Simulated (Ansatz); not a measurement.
One change: `C[SiH2]BN` becomes `C[SiH2]BO`.

Ansatz, PBE0-D4/def2-TZVP geometries, multiplicity 1. Each molecule was computed in one conformer, which needn't be the lowest.

```csv
property,`C[SiH2]BN`
HOMO–LUMO gap (PBE0/def2-TZVPP) / eV,7.10
LUMO energy (PBE/def2-TZVPP) / eV,-1.39
HOMO–LUMO gap (B3LYP/def2-TZVPP) / eV,6.72
HOMO–LUMO gap (PBE/def2-TZVPP) / eV,4.94
LUMO energy (B3LYP/def2-TZVPP) / eV,-0.66
HOMO energy (ωB97M-V/def2-TZVPP) / eV,-9.72
```

Problem. What does the change do to each property? (An estimate is asked.)

Solution. Ansatz gave: 
```
                             property  `C[SiH2]BO`  shift
 HOMO–LUMO gap (PBE0/def2-TZVPP) / eV         6.68  -0.42
    LUMO energy (PBE/def2-TZVPP) / eV        -1.87  -0.48
HOMO–LUMO gap (B3LYP/def2-TZVPP) / eV         6.29  -0.43
  HOMO–LUMO gap (PBE/def2-TZVPP) / eV         4.45  -0.49
  LUMO energy (B3LYP/def2-TZVPP) / eV        -1.11  -0.45
HOMO energy (ωB97M-V/def2-TZVPP) / eV        -9.75  -0.03
```

The zero-point energy changes by -33.9 kJ/mol with -3 modes.

B3LYP here is the variant with VWN-RPA as its local correlation; programs differ in this.
